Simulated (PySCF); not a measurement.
C₂H₇GeNS.
SMILES with atom numbers: `[CH3:1][C:2](=[S:3])[GeH2:4][NH2:5]` (hydrogens: H6, H7, H8 on C1; H9, H10 on Ge4; H11, H12 on N5)

Method: PBE0-D3(BJ)/def2-SVP geometry optimisation, gas phase in PySCF 2.14.0; density fitting, grid level 1; the optimiser is geomeTRIC in internal coordinates, started from a GFN2-xTB structure with every atom displaced at random (about 0.01 Å).

Step 0: E = -71002.9884 eV
```
atom  x, y, z in Å  |  force x, y, z in eV/Å
C1     -1.5442    0.2792    0.9198   -0.640   1.260  -0.495
C2     -0.9086   -0.6979    0.0433    0.600  -0.974  -0.622
S3     -1.7666   -1.8002   -0.8040    0.285   0.140   0.058
Ge4     1.0978   -0.6516   -0.0944   -1.285  -0.129   0.352
N5      1.4845    1.0488   -0.5450    0.852   0.619   0.504
H6     -1.2604    0.1368    1.9479    0.358  -0.148   0.940
H7     -1.2111    1.3023    0.6478    0.099  -0.146   0.118
H8     -2.6364    0.2558    0.8414   -0.171  -0.124   0.033
H9      1.7299   -0.8581    1.2643    0.224  -0.120   0.491
H10     1.4932   -1.7334   -1.0454    0.267  -0.621  -0.611
H11     1.0889    1.3968   -1.3926   -0.318   0.239  -0.767
H12     2.4760    1.2942   -0.5143   -0.271   0.004   0.000
```

Step 1: E = -71003.0953 eV
```
atom  x, y, z in Å  |  force x, y, z in eV/Å
C1     -1.5621    0.3150    0.9015    0.127  -0.053   0.049
C2     -0.9150   -0.7332    0.0553   -0.013   0.090   0.106
S3     -1.7274   -1.9541   -0.6404   -0.014  -0.044  -0.052
Ge4     1.0482   -0.6381   -0.1363    0.175  -0.060  -0.053
N5      1.4996    1.1162   -0.5327   -0.308  -0.245   0.000
H6     -1.3127    0.1353    1.9671    0.012  -0.005  -0.134
H7     -1.1486    1.3056    0.6600    0.017   0.095  -0.007
H8     -2.6530    0.3087    0.7932   -0.100  -0.010  -0.005
H9      1.6781   -0.9307    1.2505    0.011   0.043  -0.128
H10     1.4783   -1.7303   -1.1630   -0.069   0.253   0.143
H11     1.1701    1.4483   -1.4385    0.078  -0.077   0.073
H12     2.4878    1.3302   -0.4479    0.085   0.012   0.008
```

**Question.** Estimate the geometry and energy of step 2. (The exact step hangs on the optimiser's Hessian estimate; all steps are aligned on step 1, rigid shifts and turns removed.)

**Answer.** E = -71003.1079 eV, largest force 0.115 eV/Å
```
atom  x, y, z in Å  |  force x, y, z in eV/Å
C1     -1.5493    0.3245    0.8922   -0.044  -0.019  -0.056
C2     -0.9148   -0.7380    0.0572    0.054   0.033   0.030
S3     -1.7220   -1.9585   -0.6484   -0.046   0.027   0.011
Ge4     1.0467   -0.6480   -0.1292    0.035  -0.088   0.065
N5      1.4687    1.1018   -0.5136   -0.062   0.026   0.007
H6     -1.2919    0.1469    1.9525    0.015   0.002  -0.008
H7     -1.1302    1.3140    0.6431   -0.003  -0.018  -0.006
H8     -2.6439    0.3237    0.7911   -0.005  -0.001   0.011
H9      1.6961   -0.9363    1.2410    0.030  -0.005  -0.012
H10     1.4827   -1.7036   -1.1653   -0.009   0.027  -0.021
H11     1.1442    1.4207   -1.4232    0.037  -0.004  -0.026
H12     2.4569    1.3254   -0.4286   -0.001   0.020   0.005
```

The energy changes by -0.0126 eV. The first-order estimate −F·Δx gives -0.0222 eV and the mean of the old and new forces, exact on a quadratic surface, -0.0125 eV. The step makes an angle of 67° with the force vector and moves no atom by more than 0.041 Å.

What follows is the cost of the whole optimisation. Hardware: one thread of an Arm Neoverse V1, no GPU (shared host). Cost: 1.8 min of wall time, 0.53 GiB resident at most.
